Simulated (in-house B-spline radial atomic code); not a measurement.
Configurations of the titanium ion Ti⁸⁺, with energies counted from [Ne] 3s2 (3p1/2)2. Computed with an all-electron radial atomic-structure program (B-spline basis): Dirac-Hartree-Fock, average of each configuration as written, Fermi nucleus of rms radius 3.5921 fm. Energies include first-order Breit, QED and recoil terms.

Occupations are held fixed; configurations that lie above the ionisation limit could autoionise.

| configuration | E - E(ref) (eV) | highest orbital | its <r> (bohr) |
| --- | --- | --- | --- |
| [Ne] 3s2 (3p1/2)1 (6f7/2)1 | 157.97 | 6f7/2 | 5.207 |
| [Ne] 3s2 (3p3/2)1 (7d3/2)1 | 166.09 | 7d3/2 | 7.313 |
| [Ne] 3s2 (3p1/2)1 (7g7/2)1 | 166.62 | 7g7/2 | 7.029 |
| [Ne] 3s1 (3p1/2)1 (3p3/2)1 (5g7/2)1 | 170.25 | 5g7/2 | 3.042 |
| [Ne] 3s1 (3p3/2)2 (5f5/2)1 | 170.78 | 5f5/2 | 3.392 |
| [He] 2s2 (2p1/2)1 (2p3/2)4 3s2 (3p1/2)2 5s1 | 593.37 | 5s1/2 | 3.092 |

Task: Order these further configurations by energy, lowest first.
A. [Ne] 3s1 (3p3/2)2 (6d5/2)1
B. [Ne] 3s2 (3p1/2)1 (5f7/2)1
C. [Ne] 3s2 (3p1/2)1 (3p3/2)1
D. [Ne] 3s1 (3p3/2)3
E. [Ne] 3s2 (3p3/2)1 (3d5/2)1

Result: C (-0.46505 eV), D (28.463 eV), E (40.315 eV), B (144.14 eV), A (182.72 eV).

Task: How far above the reference does [He] 2s2 (2p1/2)2 (2p3/2)3 3s2 (3p1/2)2 (6f7/2)1 lie?

Result: 613.37 eV; its least bound orbital is 6f7/2 with <r> = 5.177 bohr.

Task: How far above the reference does [Ne] 3s2 (3p3/2)1 6s1 lie?

Result: 151.27 eV; its least bound orbital is 6s1/2 with <r> = 4.744 bohr.

Task: Is the reference the lowest configuration at this level of theory?

Result: No: [Ne] 3s2 (3p1/2)1 (3p3/2)1 lies 0.465 eV lower. Averages of configurations without correlation can order differently from the measured ground levels.
